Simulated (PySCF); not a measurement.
## Working out the ionisation energy of As⁺

As⁺ [Ar] 3d10 4s2 4p2 (3P) → As²⁺ [Ar] 3d10 4s2 4p1 (2P). Calculation: PySCF 2.14, in def2-QZVPPD (12s7p5d4f1g, 95 functions); the non-relativistic Hamiltonian (point nucleus). Frozen: [Ne]. Energies in hartree (1 hartree = 27.21139 eV):

| part | As⁺ (lower) | As²⁺ (upper) |
| --- | --- | --- |
| UHF | -2233.892386 | -2233.231616 |
| MP2 opposite-spin | -0.461169 | -0.450378 |
| MP2 same-spin | -0.234140 | -0.224249 |

Task: What does Hartree-Fock give?

Result: (-2233.231616) − (-2233.892386) = 0.660770 hartree = 17.980 eV.

Task: What do MP2 and SCS-MP2 (6/5 opposite-spin, 1/3 same-spin) give?

Result: The opposite-spin parts differ by 0.294 eV and the same-spin parts by 0.269 eV. MP2: 17.980 + (0.294) + (0.269) = 18.543 eV. SCS-MP2: 17.980 + 1.2 × (0.294) + (0.269)/3 = 18.422 eV.

A first-order spin-orbit estimate adds -0.031 eV to MP2 (valence and next inner shell), giving 18.512 eV against 18.589 eV (measured; NIST Atomic Spectra Database, ionization energies).

The calculation is non-relativistic.

What remains against the reference includes basis incompleteness, the frozen core and correlation beyond second order.
